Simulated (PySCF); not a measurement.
Precursor series metal swap MX4 F. All species are isolated molecules in the gas phase.

The LUMO from two functionals at the same geometries (PBE-D3(BJ)/def2-SVP), both in PySCF: PBE-D3(BJ)/def2-TZVP and TPSSh-D3(BJ)/def2-TZVP. 

```tsv
species	TPSSh-D3(BJ)/def2-TZVP (eV)
M = V, oxo	-4.70
M = W, oxo ([W(=O)(F)4])	-4.71
M = Cr, dioxo ([Cr(=O)2(F)2])	-5.61
M = W, dioxo	-3.21
```

What does PBE-D3(BJ)/def2-TZVP give for each?


- M = V, oxo: -5.02
- M = W, oxo ([W(=O)(F)4]): -5.00
- M = Cr, dioxo ([Cr(=O)2(F)2]): -5.86
- M = W, dioxo: -3.56
Over these rows, drawn at random from the members with no instability flagged (it was tested for open shells, ions and some series alone), PBE minus TPSSh-D3(BJ): mean -0.30 eV, from -0.35 eV to -0.24 eV.
